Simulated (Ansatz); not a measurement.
Al3H3OS, SMILES `[OH][AlH][Al]1[AlH][S]1`. The species carries charge 0 and has multiplicity 1.

```xyz
8

O    -0.5550   -0.9158   -2.8592
Al    0.4905    0.0739   -1.9581
Al    0.3144    0.1290    0.6231
Al    0.2647    0.0623    3.0322
S    -1.1448    1.2890    1.8563
H    -1.2624   -1.4385   -2.4862
H     1.5577    0.8719   -2.8154
H     0.3349   -0.0718    4.6072
```

(1) Give the diagnostics of a CCSD(T)/def2-TZVPP run (frozen core, Ansatz). (Estimate.)

Results:

(1) The calculation gave: T1 = 0.0161, largest single amplitude 0.037, largest double 0.040, (T) share of the correlation energy 4.4 %, 12 CCSD cycles. The RHF solution is stable towards an unrestricted one. T1 lies under the customary mark of 0.02 for closed shells.
